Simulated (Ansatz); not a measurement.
Geometry optimisation, RKS B3LYP-D4/def2-SVP in Ansatz.

input.yaml

```yaml
crystal:
  periodic: [false, false, false]
  atoms:
    - { symbol: Si, position_ang: [0.543731, -0.633326, -0.484418] }
    - { symbol: O, position_ang: [-0.63484, -0.456546, 2.148493] }
    - { symbol: Si, position_ang: [-1.858254, -0.511674, 3.276714] }
    - { symbol: H, position_ang: [-2.912523, -1.508438, 2.901128] }
    - { symbol: H, position_ang: [-1.347341, -0.867737, 4.636188] }
    - { symbol: H, position_ang: [-2.472217, 0.843006, 3.315348] }
    - { symbol: H, position_ang: [1.028303, -0.634551, -1.905182] }
    - { symbol: H, position_ang: [0.750445, 0.734636, 0.061643] }
    - { symbol: "N", position_ang: [-1.048506, -1.264778, -0.621508] }
    - { symbol: H, position_ang: [-1.729602, -1.172707, 0.127923] }
    - { symbol: H, position_ang: [-1.4789, -1.372739, -1.521471] }
    - { symbol: "N", position_ang: [1.529596, -1.701056, 0.571894] }
    - { symbol: H, position_ang: [1.60277, -2.66034, 0.276443] }
    - { symbol: H, position_ang: [2.4463, -1.356384, 0.8214] }
    - { symbol: H, position_ang: [0.044738, -1.169766, 2.165404] }
basis:
  gaussian: { orbitals: def2-SVP }
hamiltonian:
  xc: b3lyp
  dispersion: d4
relax:
  f_tol: 0.03
  max_steps: 50
```

Launched with:

```bash
$ ansatz run input.yaml --threads 4 --pin off --max-ram 5120MiB --backend cpu --events-out ev --progress --plain --runs-dir out
```

**Question.** Where does it end, and by what steps?

**Answer.** The run converged. The force dipped under the threshold on the way, but the program's further checks kept it going. After 21 steps the energy has fallen by 0.269 eV; H4 moved furthest, 1.14 Å.

```tsv
step	energy less start (eV)	largest force component (eV/Å)	accepted
0	0.0000	0.997	yes
1	-0.0847	0.495	yes
2	-0.1373	0.411	yes
3	-0.1778	0.477	yes
4	-0.2142	0.307	yes
5	-0.2397	0.361	yes
6	-0.2499	0.249	yes
7	-0.2564	0.090	yes
8	-0.2560	0.133	no
9	-0.2597	0.054	yes
10	-0.2629	0.036	yes
11	-0.2636	0.078	yes
12	-0.2646	0.083	yes
13	-0.2653	0.056	yes
14	-0.2665	0.039	yes
15	-0.2668	0.095	yes
16	-0.2676	0.046	yes
17	-0.2681	0.014	yes
18	-0.2685	0.028	yes
19	-0.2684	0.067	no
20	-0.2688	0.016	yes
21	-0.2689	0.021	yes
```

```xyz
15
Properties=species:S:1:pos:R:3
Si 0.712 -0.815 -0.765
O -0.985 -0.187 2.094
Si -1.757 -0.758 3.447
H -2.125 -2.207 3.327
H -0.921 -0.616 4.683
H -3.002 0.042 3.621
H 1.228 -1.570 -1.948
H 1.397 0.514 -0.732
N -1.002 -0.872 -0.849
H -1.532 -0.451 -0.087
H -1.498 -0.872 -1.732
N 1.124 -1.499 0.813
H 0.933 -2.493 0.938
H 2.055 -1.290 1.170
H -0.165 -0.657 1.792
```

Whether the end is a true minimum wasn't checked by a vibrational analysis.

The run took 44 s on 4 threads of Arm Neoverse V1, on a shared host, peak memory 0.32 GiB.
